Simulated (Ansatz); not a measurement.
`CC[SiH](O)F` → `CC[Si]F` + H₂O at 600 K and 1 bar (silylene formation by 1,1-elimination).

Program: Ansatz. Geometries: PBE0-D4/def2-TZVP. ΔE: electronic, gas phase. CCSD(T)/CBS adds triple-zeta CCSD(T) − MP2 to the extrapolated MP2 energy (def2 sets, frozen cores). This one scheme is used for every species. One conformer a species, not always the lowest.

| species | CCSD(T)/CBS energy (Eh) | H − E (kJ/mol) | S (J/(mol·K)) |
| --- | --- | --- | --- |
| `CC[SiH](O)F` | -544.49944 | 306.0 | 446.8 |
| `CC[Si]F` | -468.00242 | 224.7 | 395.6 |
| H₂O | -76.37941 | 76.8 | 212.8 |

H − E and S are ideal-gas, rigid-rotor, harmonic terms from PBE0-D4/def2-TZVP, for one conformer and one mirror image of each species. 1 Eh = 2625.50 kJ/mol, R = 8.31446 J/(mol·K).

Q: By hand: ΔE, ΔH, ΔS and ΔG.

A: ΔE = (-468.00242) + (-76.37941) − (-544.49944) = 0.11761 Eh = 308.8 kJ/mol. Δ(H − E) = 224.7 + 76.8 − 306.0 = -4.5, so ΔH = 304.3 kJ/mol. ΔS = 395.6 + 212.8 − 446.8 = 161.6 J/(mol·K). ΔG = 304.3 − 600 × (161.6)/1000 = 207.3 kJ/mol.

Q: By hand: the equilibrium constant, and the temperature at which ΔG would vanish if ΔH and ΔS stayed fixed.

A: log₁₀ K = −ΔG/(RT ln 10) = -18.0. ΔG = 0 at ΔH/ΔS = 1883 K.

The number of gas molecules changes by +1, which sets the sign of ΔS. A doubt of 5 kJ/mol in ΔE shifts log₁₀ K by 0.4 here. Other conformers and mirror images would add mixing entropy, several J/(mol·K) or more a flexible species. Modes under 60 cm⁻¹, often nearly free rotors, make the harmonic entropy too high. These are equilibria of isolated gas molecules and say nothing of rates. Largest T1 diagnostic: 0.013 (customary marks: 0.02 for closed shells, 0.045 for open ones).
